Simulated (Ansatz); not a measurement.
Sn₃H₆. The state is a singlet with charge 0. Geometry PBE0-D4/def2-SVP, basis def2-TZVP, Ansatz.

```xyz
9

Sn    0.264    1.051   -0.862
Sn   -1.978   -0.733   -0.784
Sn    1.023   -1.588    1.006
H     0.588    2.404    0.156
H     0.299   -0.386    2.087
H    -0.631   -1.902    0.044
H    -2.384   -0.026    0.792
H     1.218    1.300   -2.283
H     1.600   -0.121   -0.155
```

```tsv
run	HOMO (eV)	LUMO (eV)
A	-5.57	-2.55
B	-5.73	-2.79
C	-6.42	-1.91
D	-5.78	-2.43
E	-6.04	-2.26
```

In the def2 sets Sn takes a core potential; there is no spin–orbit coupling. HSE06 is defined as in plane-wave codes, on full-range PBE exchange. Another isomer (singlet) lies 0.13 eV lower at PBE0-D4/def2-TZVP; other spin states weren't run for this one.

Task: The runs used HSE06, LDA (SPW92), PBE, PBE0, r2SCAN. Estimate which is which.

Result: A PBE (0 % exact exchange); B LDA (SPW92) (0 % exact exchange); C PBE0 (25 % exact exchange); D r2SCAN (0 % exact exchange); E HSE06 (range-separated). Exact exchange lowers occupied and raises empty levels; among semilocal functionals meta-GGAs tend to open the gap a little, and such runs are hard to tell apart. The gap grows from 2.95 eV (LDA (SPW92)) to 4.51 eV (PBE0).
